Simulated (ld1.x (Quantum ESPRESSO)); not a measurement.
**arsenic: one change to an ultrasoft potential, before and after**

| Quantity | Value |
| --- | --- |
| Element | arsenic (As) |
| Generator | ld1.x (Quantum ESPRESSO) 7.5 |
| Type | ultrasoft |
| Functional | PBE |
| Relativity | scalar-relativistic |
| Frozen core | [Ar] 3d10 |
| Valence charge | 5 |
| Reference configuration | 4s2 4p2 (charge +1) |
| Partial waves | 4s (bound): rcut 1.55, rcutus 1.70 bohr; 4s channel at 1.75 Ry: rcut 1.55, rcutus 1.70 bohr; 4p (bound): rcut 1.40, rcutus 1.65 bohr; 4p channel at -0.45 Ry: rcut 1.40, rcutus 1.65 bohr; 4d channel at 0.45 Ry: rcut 1.15, rcutus 1.50 bohr; 4d channel at 0.85 Ry: rcut 1.15, rcutus 1.50 bohr |
| Local potential | all-electron potential smoothed inside 1.70 bohr (lloc = -1) |
| Core correction | a·sin(br)/r model core inside 0.90 bohr |
| Augmentation charge | PSQ, inside the norm-conserving radii |

All-electron outer shells of the reference configuration (PBE, scalar-relativistic, ld1.x):

| shell | level (eV) | outermost node (bohr) | outermost maximum (bohr) |
| --- | --- | --- | --- |
| 4s | -23.36 | 0.73 | 1.59 |
| 4p | -13.34 | 0.78 | 1.90 |

Change: local potential all-electron potential smoothed inside 0.84 bohr (lloc = -1).

Cutoffs: the cutoffs (Ry, on a coarse ladder) from which the occupation-weighted sum of valence levels, in a spherical-Bessel basis at the reference potential, stays within 10 and 1 mRy of its value at 400 Ry; they do not see the model core or the augmentation charge, which bear on the density cutoff. Errors are all-electron minus pseudo energies relative to the spin-unpolarised reference configuration.

Predict the effect on cutoff, ghosts and configuration errors.

The potential gets harder (10 Ry and 21 Ry → 10 Ry and 25 Ry); the bound ghosts move from d to d, s; the errors of the 7 common tests hardly move. A state that the projectors do not describe sees the local part alone, so a deeper or shallower local part can create or remove a ghost.

```tsv
quantity	base	changed
cutoff, loose	10 Ry	10 Ry
cutoff, tight	21 Ry	25 Ry
loose cutoff by channel (10 mRy a level)	s 8 Ry, p 6 Ry	s 6 Ry, p 6 Ry
bound ghosts	d	s, d
error for 4s2 4p3, meV [ΔE -9.15 eV]	-2.9	-2.9
error for 4s2 4p1, meV [ΔE 17.92 eV]	-19	-19
error for 4s2 4p0, meV [ΔE 45.62 eV]	-111	-111
error for 4s1 4p3, meV [ΔE 10.11 eV]	-9.4	-9.4
error for 4s2 4p3.3, meV [ΔE -10.38 eV]	-4.1	-4.0
error for 4s2 4p2.5, meV [ΔE -5.59 eV]	-0.8	-0.8
error for 4s0 4p5, meV [ΔE 9.91 eV]	-24	-24
s: phases at 1.84 bohr within 0.05 rad from the reference energy up to (Ry; the scan ends near 5)	to the end of the scan	to the end of the scan
p: phases at 1.84 bohr within 0.05 rad from the reference energy up to (Ry; the scan ends near 5)	to the end of the scan	to the end of the scan
d: phases at 1.84 bohr within 0.05 rad from the reference energy up to (Ry; the scan ends near 5)	to the end of the scan	to the end of the scan
lowest overlap eigenvalue by channel	s 0.43, p 0.62, d 0.90	s 0.24, p 0.54, d 0.88
```

 A true bound ghost makes a file unfit for plane-wave use even where its test errors are small: the radial tests pick states by their node count and pass the ghost by.
